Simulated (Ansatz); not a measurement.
Consider the ligand exchange at a Cd–O bond: `C[O][Cd][NH2]` + CH₃SH → `C[S][Cd][NH2]` + CH₃OH.

Gas-phase electronic energies from Ansatz, PBE0-D4/def2-TZVP geometries. CBS: MP2 limit from def2 TZ/QZ plus the TZ coupled-cluster correction, frozen cores. This one scheme is used for every species. Functionals use def2-TZVPP. HSE06 is defined as in plane-wave codes. Elements past krypton have def2 core potentials. For Cd outer-core shells are correlated without core-valence functions, which leaves a few kJ/mol of doubt a bond. One conformer a species, not always the lowest.

```
         level  ΔE (kcal/mol)  difference from CCSD(T)/CBS
        B97M-V          -17.6                          2.1
    r2SCAN0-D4          -20.4                         -0.7
      HSE06-D4          -20.6                         -0.9
       ωB97M-V          -19.3                          0.4
         BHLYP          -19.4                          0.3
       LC-ωPBE          -18.3                          1.4
 HF/def2-TZVPP          -20.4                         -0.7
MP2/def2-TZVPP          -19.5                          0.2
 HF/def2-QZVPP          -20.0                         -0.3
CCSD/CBS(def2)          -19.9                         -0.2
   CCSD(T)/CBS          -19.7                            0
```

Largest T1 diagnostic among the species: 0.016.

From r2SCAN to r2SCAN0 (25 % exact exchange), in def2-TZVPP and without D4, ΔE moves by −1.8 kcal/mol. Leaving LDA and LC-ωPBE aside and taking each functional with its dispersion term where it has one, the values, not all of them listed here, spread over 3.9 kcal/mol, from HSE06-D4 to BLYP-D4. In def2-TZVPP, CCSD(T) changes the Hartree–Fock value by +2.3 kcal/mol (the triples alone add +0.2 kcal/mol) and MP2 by +1.0 kcal/mol.
